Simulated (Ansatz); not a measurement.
## Two structures, one formula

The two ends of one reaction step of BNH$_{4}$SF$_{2}$, closed shell (PBE0-D4/def2-TZVP).

A:

```xyz
9
angstrom
B -0.3905 0.4792 -0.3890
S 1.2133 0.7324 -1.3852
F -1.3433 -0.2899 -1.0053
F -0.8572 1.6574 0.1329
H 0.7190 0.0830 1.4961
N 0.0017 -0.4048 0.9685
H 1.1116 -0.4116 -2.0784
H -0.8200 -0.5307 1.5558
H 0.3653 -1.3149 0.7047
```

B:

```xyz
9
angstrom
B -1.4678 0.2795 0.1273
S 2.3540 -0.5960 -0.9285
F -1.0803 0.5291 -1.1268
F -2.7231 0.5845 0.4426
H 2.7082 0.6768 -0.6933
N -0.5910 -0.2724 1.0515
H 1.3045 -0.2213 -1.6785
H -0.8640 -0.4737 1.9959
H 0.3596 -0.5066 0.8099
```

Computed with Ansatz 0.2.0 (basis: def2-TZVPP); correlated methods freeze the cores. B3LYP uses VWN-RPA correlation.

(1) Which structure is lower at CCSD(T), and by how much? (Judge from chemistry; the value comes from the calculation.)

(2) Do the other methods give the same order? (A judgement: the text doesn't fix the answer.)

No T1 diagnostic of these runs exceeds 0.012.

## Answers

(1) Computed: A, by 0.62 kcal/mol (electronic energy, against the other); a gap this small isn't resolved in one triple-zeta basis. By their contacts, A is BNH₄SF₂ ([NH3][B]([F])([F])[SH]) and B is a complex of BNH₂F₂ ([NH2][B]([F])[F]) + H₂S.

(2) By the calculation: Not all: BLYP-D4, B97M-V, B3LYP-D4, BHLYP-D4, CAM-B3LYP-D4, B2PLYP, RPA on PBE, HF, CCSD give the other order.

| method | E(B) − E(A) (kcal/mol) |
| --- | --- |
| SPW92 | 6.06 |
| PBE-D4 | 1.62 |
| BLYP-D4 | -2.85 |
| r2SCAN-D4 | 1.80 |
| B97M-V | -0.23 |
| PBE0-D4 | 2.14 |
| B3LYP-D4 | -2.20 |
| r2SCAN0-D4 | 2.00 |
| BHLYP-D4 | -1.86 |
| CAM-B3LYP-D4 | -1.63 |
| wB97X-V | 1.20 |
| wB97M-V | 0.52 |
| B2PLYP | -1.73 |
| PBE-QIDH | 2.58 |
| RPA on PBE | -0.12 |
| HF | -7.11 |
| MP2 | 1.70 |
| CCSD | -0.53 |
| CCSD(T) | 0.62 |

Labels in which every atom is bracketed show which atoms are joined, not bond orders.

For scale, one of the runs: CCSD(T)/def2-TZVPP, 222 basis functions, launched by `ansatz run in.yaml --threads 4 --pin off --events-out ev --progress --plain --max-ram 9574MiB`. The run took 85 s on 4 CPU threads of an Arm Neoverse V2 (shared host), with 3.7 GiB of host memory at its peak.
